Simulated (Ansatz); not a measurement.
Geometry optimisation, Ansatz 0.2.0, RKS BHLYP-D4/def2-SVP.

input.yaml

```yaml
crystal:
  periodic: [false, false, false]
  atoms:
    - { symbol: Zn, position_ang: [0.480166, -1.600791, 0.452784] }
    - { symbol: F, position_ang: [1.165411, -0.466214, 1.632082] }
    - { symbol: O, position_ang: [-0.073185, -2.929335, -0.569056] }
    - { symbol: H, position_ang: [-0.344742, 1.562311, -0.692256] }
    - { symbol: O, position_ang: [-0.92708, 0.849466, -0.971961] }
    - { symbol: H, position_ang: [1.116023, 1.673396, 1.310061] }
    - { symbol: F, position_ang: [0.921099, 2.428524, 0.846986] }
    - { symbol: H, position_ang: [-0.548499, -2.640064, -1.344236] }
    - { symbol: H, position_ang: [-1.789194, 1.122606, -0.664304] }
basis:
  gaussian: { orbitals: def2-SVP }
hamiltonian:
  xc: { name: BHLYP }
  dispersion: d4
relax:
  f_tol: 0.03
  max_steps: 50
```

Run as:

```bash
$ ansatz run input.yaml --threads 2 --pin off --max-ram 3072MiB --backend cpu --events-out ev --progress --plain --runs-dir out
```

**Question.** Where does it end, and by what steps?

**Answer.** The run converged. After 12 steps the energy has fallen by 1.082 eV; Zn1 moved furthest, 0.71 Å. Joined: Zn1–O5.

```csv
step,energy less start (eV),largest force component (eV/Å),accepted
0,0.0000,1.165,yes
1,-0.3045,0.796,yes
2,-0.6150,1.172,yes
3,-0.8968,0.672,yes
4,-0.9769,1.238,yes
5,-1.0489,0.412,yes
6,-1.0428,0.313,no
7,-1.0681,0.157,yes
8,-1.0745,0.204,yes
9,-1.0780,0.202,yes
10,-1.0779,0.131,no
11,-1.0812,0.056,yes
12,-1.0818,0.006,yes
```

```xyz
9
Properties=species:S:1:pos:R:3
Zn 0.267 -1.031 0.091
F 1.302 -0.046 1.239
O -0.171 -2.678 -0.439
H -0.279 1.455 -0.158
O -0.600 0.669 -0.651
H 1.020 1.339 1.202
F 0.628 2.192 0.957
H -0.704 -2.742 -1.227
H -1.465 0.841 -1.014
```

Run time: 36 s on 2 threads of Arm Neoverse V2 (shared host), peak memory 0.24 GiB.
